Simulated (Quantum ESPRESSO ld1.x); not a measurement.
Problem. Ta38+, configuration [Ar] 3d10 4s2 4p5 (the NIST ground configuration). Calculated with ld1.x of Quantum ESPRESSO 7.5: scalar-relativistic Kohn-Sham, LDA (Slater exchange, Perdew-Zunger correlation), spin-polarised, spherical densities, point nucleus; open shells are filled with parallel spins first. Some entries of the table are withheld. Estimate them.

| orbital | occ. | eigenvalue (eV) | <1/r> (bohr^-1) |
|---|---|---|---|
| 1s up | 1 | -69001.2 | 85.40 |
| 1s down | 1 | -69000.2 | 85.40 |
| 2s up | 1 | -13249.3 | 19.97 |
| 2s down | 1 | -13248.7 | 19.97 |
| 2p up | 3 | -11824.5 | 18.16 |
| 2p down | 3 | -11823.7 | 18.16 |
| 3s up | 1 | -4270.12 | 7.485 |
| 3s down | 1 | -4269.19 | 7.485 |
| 3p up | 3 | -3845.31 | 6.940 |
| 3p down | 3 | -3844.29 | 6.941 |
| 3d up | 5 | -3361.89 | 6.566 |
| 3d down | 5 | -3360.95 | 6.567 |
| 4s up | 1 | -1964.90 | 3.591 |
| 4s down | 1 | -1961.52 | 3.591 |
| 4p up | 3 | -1806.54 | (1) |
| 4p down | 2 | -1803.19 | (2) |
| 4d up | 0 | -1618.18 | (3) |
| 4d down | 0 | -1614.97 | (4) |
| 5s up | 0 | -1123.97 | (5) |
| 5s down | 0 | -1122.50 | (6) |

Solution. 
(1) 4p up <1/r> (bohr^-1): 3.367
(2) 4p down <1/r> (bohr^-1): 3.367
(3) 4d up <1/r> (bohr^-1): 3.164
(4) 4d down <1/r> (bohr^-1): 3.165
(5) 5s up <1/r> (bohr^-1): 2.093
(6) 5s down <1/r> (bohr^-1): 2.090
